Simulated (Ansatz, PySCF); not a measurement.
Breaking a bond: F2 (anion, charge -1), doublet.

- UHF/aug-cc-pVDZ (PySCF)
- UKS-PBE = unrestricted PBE/aug-cc-pVDZ run with Ansatz (a quantum-chemistry and plane-wave program)
- UKS-LDA (SVWN5) = PySCF with unrestricted LDA (SVWN5)/aug-cc-pVDZ
- UKS-B3LYP = unrestricted B3LYP/aug-cc-pVDZ (PySCF)
- UKS-M06-2X = unrestricted M06-2X/aug-cc-pVDZ in PySCF

Energies are in eV, each relative to the lowest point of its own curve near equilibrium.

```
R / Å    UHF  UKS-PBE  UKS-LDA (SVWN5)  UKS-B3LYP  UKS-M06-2X
-----  -----  -------  ---------------  ---------  ----------
1.60   0.805    0.990            0.748      0.912       0.734
1.68   0.423      ___            0.382        ___       0.353
1.79   0.160    0.224            0.112      0.172       0.086
1.87   0.088    0.093            0.027      0.057         ___
1.91   0.066      ___            0.007      0.026       0.000
1.98   0.035    0.013            0.000      0.000       0.008
2.05   0.015    0.000            0.017      0.002       0.041
2.12   0.004    0.005            0.049      0.021       0.089
2.20   0.000    0.024            0.096      0.057       0.155
2.27   0.001    0.048            0.141      0.094       0.216
2.44   0.016    0.111            0.247      0.188       0.360
2.69   0.047    0.187            0.367      0.303       0.536
2.94   0.079    0.229            0.438      0.379       0.662
3.23   0.110    0.246            0.474      0.426       0.763
3.53   0.133    0.238            0.476      0.445       0.829
3.99   0.158    0.200            0.444      0.436       0.876
4.41   0.173    0.153            0.399      0.410         ___
4.86   0.184    0.101            0.348      0.375       0.881
5.33     ___    0.049            0.296      0.338       0.868
5.92   0.198   -0.009            0.237      0.293       0.848
6.97   0.204        —                —      0.227       0.816
7.83   0.207        —                —      0.185       0.793
```

Q: What belongs in the gaps?

A: 
- 1.68, UKS-PBE: 0.565
- 1.68, UKS-B3LYP: 0.495
- 1.87, UKS-M06-2X: 0.012
- 1.91, UKS-PBE: 0.054
- 4.41, UKS-M06-2X: 0.886
- 5.33, UHF: 0.191

A dash means that the run gave no value there, or that the column was ended at a point which the program doubted or which failed a test of continuity chosen for this set; such a test can also cut sound points.

Where the anion isn't bound against loss of the electron, the finite basis alone holds it. At the longest distance UKS-LDA (SVWN5), UKS-B3LYP, UKS-M06-2X leaves fractional charges on the fragments, a sign of delocalisation error or of the restricted form.
